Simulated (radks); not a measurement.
Values are calculated unless marked as measured or tabulated.
Q: Species: Fe3+. Configuration: [Ne] 3s2 3p4 3d5 4f2 (not the ground configuration). Level of theory: non-relativistic Kohn-Sham, revTPSS, spin-polarised, spherical densities, point nucleus; open shells are filled with parallel spins first; meta-GGA in the generalised Kohn-Sham scheme (a radial shooting solver on a logarithmic mesh with Libxc functionals). Some entries of the table are withheld. Estimate them.

orbital,occ.,eigenvalue (eV),<r> (bohr),<r^2> (bohr^2)
1s up,1,-7026.800,0.05909,0.004681
1s down,1,-7025.849,0.05908,0.004680
2s up,1,-883.5023,0.2697,0.08583
2s down,1,-880.1217,0.2689,0.08521
2p up,3,-771.1106,0.2368,0.06882
2p down,3,-767.5433,0.2360,0.06829
3s up,1,-162.9617,0.7884,0.7119
3s down,1,-151.0039,0.7980,0.7306
3p up,3,(1),0.8105,0.7643
3p down,1,(2),0.8258,0.7959
3d up,5,(3),0.8543,0.8842
3d down,0,(4),0.8969,0.9876
4s up,0,-42.7427,2.029,(5)
4p up,0,-34.3446,2.267,5.821
4f up,2,-13.8325,3.669,15.12

A: 
(1) 3p up eigenvalue (eV): -129.1759
(2) 3p down eigenvalue (eV): -117.3254
(3) 3d up eigenvalue (eV): -73.8007
(4) 3d down eigenvalue (eV): -62.5618
(5) 4s up <r^2> (bohr^2): 4.647
